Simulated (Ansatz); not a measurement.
Cost and result for the atomization energy of `BB(CF)[SiH2]O` (13 atoms, 12 bonds).

Z-matrix (Å, degrees):
```
C
B 1 1.554
F 1 1.393 2 115.6
H 1 1.100 2 109.9 3 122.4
H 1 1.100 2 109.9 3 -122.4
B 2 1.628 1 124.9 3 -0.0
Si 2 2.020 1 114.8 3 180.0
H 6 1.199 2 121.8 1 91.5
H 6 1.199 2 121.8 1 -91.4
O 7 1.657 2 107.6 1 0.2
H 7 1.493 2 110.6 1 121.2
H 7 1.493 2 110.5 1 -120.8
H 10 0.958 7 117.9 2 -180.0
```

The species carries charge 0 and has multiplicity 1. Geometry: relaxed with PBE0-D4/def2-TZVP. It is one conformer, not always the lowest. Program: Ansatz. All runs use 4 threads of an Arm Neoverse V1 on a shared host. Times are those of one run each, without the atoms' runs, and a repeat can differ threefold. Electronic energies, without spin–orbit coupling; frozen cores. CCSD(T)/CBS adds CCSD(T) − MP2 in def2-TZVPP to the MP2 limit, and its time is that of the two runs behind it. T1 = 0.013. B3LYP takes the VWN-RPA correlation (the form of Gaussian; ORCA's B3LYP/G).

CCSD(T)/CBS is a level of theory with its own doubt, some kJ/mol a heavy atom from the limit and from the frozen cores, so smaller differences don't rank the functionals.

| level | functions | wall time | atomization (kJ/mol) | difference from CCSD(T)/CBS | per bond |
| --- | --- | --- | --- | --- | --- |
| PBE-D4/def2-TZVPP (with forces) | 295 | 3.5 s | 4723.6 | 96.1 | 8.0 |
| PBE0-D4/def2-TZVPP | 295 | 4.4 s | 4647.9 | 20.4 | 1.7 |
| r2SCAN-D4/def2-TZVPP (with forces) | 295 | 7 s | 4678.2 | 50.7 | 4.2 |
| B3LYP-D4/def2-TZVPP (with forces) | 295 | 7.5 s | 4654.6 | 27.1 | 2.3 |
| B2PLYP/def2-TZVPP | 295 | 9 s | 4598.2 | -29.3 | -2.4 |
| ωB97X-V/def2-TZVPP | 295 | 12 s | 4664.4 | 36.9 | 3.1 |
| ωB97M-V/def2-TZVPP (with forces) | 295 | 17 s | 4660.8 | 33.3 | 2.8 |
| MP2/def2-QZVPP | 565 | 36 s | 4660.7 | 33.2 | 2.8 |
| CCSD(T)/def2-TZVPP | 295 | 17 min | 4511.7 | -115.8 | -9.6 |
| CCSD(T)/CBS(def2) | – | 18 min | 4627.5 | 0.0 | 0.0 |

The D4 term adds +40.7 kJ/mol with B3LYP and +21.6 kJ/mol with PBE0; it sums over pairs of atoms, weighted by their polarisabilities, and B3LYP, whose exchange is more repulsive, gets the larger term. From PBE to PBE0 (25 % exact exchange), in def2-TZVPP and without D4, the atomization energy moves by −72.0 kJ/mol: exact exchange takes away binding that semilocal exchange gives to molecules. In def2-TZVPP, CCSD(T) changes the Hartree–Fock value by +1030.4 kJ/mol (the triples alone add +58.1 kJ/mol) and MP2 by +1110.9 kJ/mol; breaking electron pairs costs correlation energy, which Hartree–Fock lacks.
